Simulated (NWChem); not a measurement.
# C₂H₆Cl₂Si; SMILES C[Si](C)(Cl)Cl

All runs: NWChem. The geometry was optimised at PBE-D3(BJ)/def2-SVP. Level PBE/def2-SVP: single points from the atomic guess with DIIS by default; each run changes one setting, and all converged runs end within 0.3 mHa of each other.

**Question.** Which setting needs the most SCF iterations, or fails (defaults; DIIS on 3 Fock matrices; level shift of 0.5 Ha throughout; occupation smearing of 0.005 Ha; no DIIS, 40 % damping)?

**Answer.** no DIIS, 40 % damping, with 19 against 7 for the defaults.
```
setting                           SCF iterations
--------------------------------  --------------
defaults                                       7
occupation smearing of 0.005 Ha                7
DIIS on 3 Fock matrices                        8
level shift of 0.5 Ha throughout              11
no DIIS, 40 % damping                         19
```
